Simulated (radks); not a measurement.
Values are calculated unless marked as measured or tabulated.
All-electron atom: Tc3+ in [Kr] 4d3 5s1 (not the ground configuration).

Code: a radial shooting solver on a logarithmic mesh with Libxc functionals. Model: scalar-relativistic Kohn-Sham, PBE, spin-unpolarised, spherical densities, point nucleus.

Energy parts (hartree):
total: -4283.38757
kinetic: 4423.14702
electron-nucleus: -10271.17860
Hartree: 1691.72345
exchange-correlation: -127.07945

Orbitals (lengths in bohr, moments of r in powers of bohr; r(90%) holds 90 % of the orbital's charge):
orbital	occ.	eigenvalue (hartree)	<r^4>	r(90%)
1s	2	-768.2456	6.519e-06	0.0614
2s	2	-110.7630	0.001197	0.231
2p	6	-99.27045	0.0008577	0.212
3s	2	-20.39260	0.06025	0.613
3p	6	-16.62004	0.06601	0.628
3d	10	-10.51787	0.06991	0.636
4s	2	-3.98024	2.273	1.51
4p	6	-2.93093	3.462	1.69
4d	3	-1.42367	11.10	2.26
5s	1	-1.08601	75.95	3.64

The highest occupied level is 5s at -29.552 eV. The density falls to 0.001 e/bohr^3 at r = 3.73 bohr. Summed over all electrons, <r^2> = 30.03 bohr^2, which gives a Langevin (diamagnetic) susceptibility term of -23.8 x 10^-6 cm^3/mol.
